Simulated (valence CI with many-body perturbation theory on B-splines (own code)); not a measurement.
## Level structure of Pm³⁸⁺

Computed by valence CI with perturbative core correlation (CI+MBPT): five valence electrons over a frozen Dirac-Fock core [Ar], a basis of 7 s, 7 p, 8 d, 6 f, 4 g, 1 h functions for each j, with the one-electron correlation potential Σ1 (screened to all orders), the two-electron term Σ2, the three-electron term Σ3, Breit, model QED; selected single and double excitations, second order for the rest, scaled by the run's own slope (own B-spline code, finite nucleus).

The last digits are not significant, and no measured levels were compared; by estimate large intervals hold to a few tenths of a per cent, small ones and those within an open d or f shell to about a per cent. Among the levels kept, up to 670 cm⁻¹ of a level comes from second order outside the variational space, and about a tenth of that is noise between levels of different J, which matters for small intervals. Only levels of the ground parity were solved; by the run's estimate the other parity begins above the list, which can be wrong where configurations are misplaced.

Levels 1 to 32 of 32, with energies above the lowest level, (3d3/2^4 3d5/2) J=5/2. "Leading %" is the weight of the configuration and term that name the level; weights of strongly mixed levels are sums over their largest components and can fall short, so below about 35 % the name and the second component can differ from the true leading terms, or belong to a minority configuration. In the jj column 3d3/2^4 stands for four electrons in 3d with j = 3/2. Lifetimes count E1, E2, E3, M1 and M2 decay at the calculated energies, and are blank where another channel may lead or the interval is too uncertain; long ones can be off by a factor of two.

```csv
No.,Configuration,Term,J,E (cm⁻¹),Leading %,Second component,Lifetime,Leading jj
1,3d⁵,⁴P,5/2,0,31,25 % 3d⁵ ⁶S,,3d3/2^4 3d5/2 (84 %)
2,3d⁵,⁶S,5/2,155000,38,24 % 3d⁵ ²F,7.03 μs,3d3/2^3 3d5/2^2 (75 %)
3,3d⁵,⁴G,7/2,231940,39,23 % 3d⁵ ²F,12.5 μs,3d3/2^3 3d5/2^2 (98 %)
4,3d⁵,⁴D,3/2,239610,40,34 % 3d⁵ ⁴P,4.22 μs,3d3/2^3 3d5/2^2 (96 %)
5,3d⁵,⁴G,11/2,242430,42,38 % 3d⁵ ²H,,3d3/2^3 3d5/2^2 (96 %)
6,3d⁵,⁴G,9/2,269480,42,22 % 3d⁵ ²G,1.07 ms,3d3/2^3 3d5/2^2 (91 %)
7,3d⁵,⁴D,5/2,283630,37,19 % 3d⁵ ²D,27.7 μs,3d3/2^3 3d5/2^2 (82 %)
8,3d⁵,⁴P,1/2,294890,54,22 % 3d⁵ ⁴D,191 μs,3d3/2^3 3d5/2^2 (80 %)
9,3d⁵,²F,7/2,321110,37,26 % 3d⁵ ⁴F,81.8 μs,3d3/2^3 3d5/2^2 (93 %)
10,3d⁵,²D,5/2,384280,33,23 % 3d⁵ ⁴G,2.56 μs,3d3/2^2 3d5/2^3 (75 %)
11,3d⁵,²D,3/2,395070,55,23 % 3d⁵ ⁴F,21.1 μs,3d3/2^3 3d5/2^2 (71 %)
12,3d⁵,⁴D,7/2,426780,51,37 % 3d⁵ ⁴G,5.19 μs,3d3/2^2 3d5/2^3 (96 %)
13,3d⁵,²I,11/2,433280,53,44 % 3d⁵ ⁴G,7.37 μs,3d3/2^2 3d5/2^3 (96 %)
14,3d⁵,⁴G,9/2,447070,51,40 % 3d⁵ ²G,7.60 μs,3d3/2^2 3d5/2^3 (91 %)
15,3d⁵,⁴D,1/2,463310,76,13 % 3d⁵ ⁴P,4.13 μs,3d3/2^2 3d5/2^3 (95 %)
16,3d⁵,²I,13/2,465960,100,,36.8 μs,3d3/2^2 3d5/2^3 (100 %)
17,3d⁵,⁴P,3/2,472840,52,33 % 3d⁵ ⁴F,2.32 μs,3d3/2^2 3d5/2^3 (93 %)
18,3d⁵,²F,5/2,485690,41,26 % 3d⁵ ⁴D,4.40 μs,3d3/2^2 3d5/2^3 (92 %)
19,3d⁵,²H,9/2,518990,53,47 % 3d⁵ ⁴F,3.29 μs,3d3/2^2 3d5/2^3 (100 %)
20,3d⁵,²G,7/2,534320,61,34 % 3d⁵ ²F,12.4 μs,3d3/2^2 3d5/2^3 (99 %)
21,3d⁵,⁴F,5/2,543940,60,24 % 3d⁵ ²D,3.32 μs,3d3/2^2 3d5/2^3 (95 %)
22,3d⁵,²D,3/2,560360,87,6 % 3d⁵ ⁴F,8.57 μs,3d3/2^2 3d5/2^3 (70 %)
23,3d⁵,²F,7/2,583460,42,41 % 3d⁵ ²G,5.44 μs,3d3/2^2 3d5/2^3 (88 %)
24,3d⁵,²S,1/2,586530,42,30 % 3d⁵ ⁴P,3.56 μs,3d3/2^2 3d5/2^3 (67 %)
25,3d⁵,²G,9/2,634230,69,16 % 3d⁵ ²H,8.64 μs,3d3/2^2 3d5/2^3 (88 %)
26,3d⁵,⁴P,5/2,644730,35,26 % 3d⁵ ²F,1.42 μs,3d3/2 3d5/2^4 (88 %)
27,3d⁵,⁴F,7/2,698850,33,28 % 3d⁵ ²F,2.07 μs,3d3/2 3d5/2^4 (97 %)
28,3d⁵,²H,11/2,711560,59,27 % 3d⁵ ²I,2.44 μs,3d3/2 3d5/2^4 (98 %)
29,3d⁵,²D,3/2,721240,48,23 % 3d⁵ ⁴D,1.84 μs,3d3/2 3d5/2^4 (81 %)
30,3d⁵,²D,5/2,734310,65,23 % 3d⁵ ²F,3.09 μs,3d3/2^2 3d5/2^3 (58 %)
31,3d⁵,²P,3/2,742220,73,15 % 3d⁵ ²D,4.63 μs,3d3/2^2 3d5/2^3 (79 %)
32,3d⁵,²G,9/2,765040,68,13 % 3d⁵ ²H,3.02 μs,3d3/2 3d5/2^4 (86 %)
```

The ionisation energy to 3d⁴ ³P0 of the next ion comes out as 2755.5 eV (NIST: 2755 ± 4 eV (theoretical)). All 32 levels together are meant to be complete up to 772130 cm⁻¹.
